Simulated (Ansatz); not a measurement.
C12H10S, SMILES `c1ccc(Sc2ccccc2)cc1` at its PBE0-D4/def2-TZVP geometry, where that method's forces vanish. The species carries charge 0 and has multiplicity 1.

```xyz
23

C     2.2776   -0.3776    2.9466
C     1.4933   -1.2170    2.1661
C     1.1238   -0.8429    0.8860
C     1.5190    0.3942    0.3833
S     1.1459    0.9039   -1.2636
C    -0.5274    0.3884   -1.4772
C    -0.8936   -0.1483   -2.7070
C    -2.2149   -0.4939   -2.9485
C    -3.1720   -0.3283   -1.9602
C    -2.8032    0.1989   -0.7292
C    -1.4916    0.5684   -0.4886
C     2.2966    1.2398    1.1676
C     2.6825    0.8473    2.4405
H     2.5696   -0.6785    3.9458
H     1.1762   -2.1789    2.5528
H     0.5249   -1.5061    0.2737
H    -0.1380   -0.3008   -3.4690
H    -2.4913   -0.9092   -3.9109
H    -4.2019   -0.6096   -2.1455
H    -3.5469    0.3361    0.0476
H    -1.2094    0.9938    0.4669
H     2.5902    2.2082    0.7791
H     3.2905    1.5121    3.0434
```

Q: What forces (eV/Å) does r2SCAN-D4/def2-TZVPP give on these atoms in Ansatz 0.2.0? (An estimate is asked.)

A: Ansatz gave: 
```
C1   0.053 -0.056  0.184
C2  -0.050 -0.149  0.063
C3  -0.119 -0.153 -0.086
C4  -0.016  0.047 -0.060
S5   0.088  0.070 -0.098
C6   0.077  0.002 -0.007
C7   0.095 -0.044 -0.191
C8  -0.037 -0.058 -0.155
C9  -0.190 -0.052 -0.033
C10 -0.118  0.019  0.121
C11  0.016  0.075  0.197
C12  0.098  0.193 -0.019
C13  0.101  0.107  0.085
H14 -0.001  0.000 -0.001
H15 -0.001 -0.003 -0.002
H16  0.000 -0.004 -0.004
H17 -0.002  0.003 -0.001
H18  0.002 -0.002 -0.002
H19  0.001  0.000  0.001
H20  0.001  0.002  0.003
H21  0.001  0.004  0.003
H22  0.003 -0.003  0.000
H23  0.000  0.003  0.000
```
